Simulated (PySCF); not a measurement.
Isomers of C6H12S.

All values: CAM-B3LYP/def2-SVPD (PySCF) at GFN2-xTB geometries, gas phase, one conformer each. Core orbitals are frozen in the response; Δα² is half the sum of the squared differences of the principal polarisabilities.

(1) Rank by mean static polarisability, highest first.
A. `[CH3:1]/[CH:2]=[C:3](/[CH2:4][CH3:5])[S:6][CH3:7]` with C2–C3–C4–C5 -103°, C2–C3–S6–C7 -91°
B. `[CH3:1][CH:2]([CH3:3])[C@H:4]1[CH2:5][CH2:6][S:7]1` with C1–C2–C4–C5 -169°, C2–C4–C5–C6 132°, C4–C5–C6–S7 -13°, C5–C6–S7–C4 11°, C2–C4–S7–C6 -132°
C. `[CH3:1][S:2][C@@H:3]([CH3:4])[CH:5]1[CH2:6][CH2:7]1` with C1–S2–C3–C4 85°, S2–C3–C5–C6 156°

Answers

(1) A (14.05 Å³), C (13.56 Å³), B (13.29 Å³).

All values together:

```tsv
SMILES	μ (D)	HOMO (eV)	LUMO (eV)	α (Å³)	Δα (Å³)
CS[C@@H]1CC[C@H]1C	1.63	-7.51	1.24	13.48	3.85
CC(C)[C@H]1CCS1	2.00	-7.58	0.97	13.29	3.46
C/C=C(/CC)SC	1.62	-7.71	1.00	14.05	3.56
CS[C@@H](C)C1CC1	1.64	-7.53	1.27	13.56	3.62
```

Conformers: `[CH3:1][S:2][C@@H:3]1[CH2:4][CH2:5][C@H:6]1[CH3:7]` with C1–S2–C3–C4 -75°, S2–C3–C4–C5 -131°, C3–C4–C5–C6 12°, C4–C5–C6–C7 -132°, S2–C3–C6–C5 133°; `[CH3:1][CH:2]([CH3:3])[C@H:4]1[CH2:5][CH2:6][S:7]1` with C1–C2–C4–C5 -169°, C2–C4–C5–C6 132°, C4–C5–C6–S7 -13°, C5–C6–S7–C4 11°, C2–C4–S7–C6 -132°; `[CH3:1]/[CH:2]=[C:3](/[CH2:4][CH3:5])[S:6][CH3:7]` with C2–C3–C4–C5 -103°, C2–C3–S6–C7 -91°; `[CH3:1][S:2][C@@H:3]([CH3:4])[CH:5]1[CH2:6][CH2:7]1` with C1–S2–C3–C4 85°, S2–C3–C5–C6 156°.
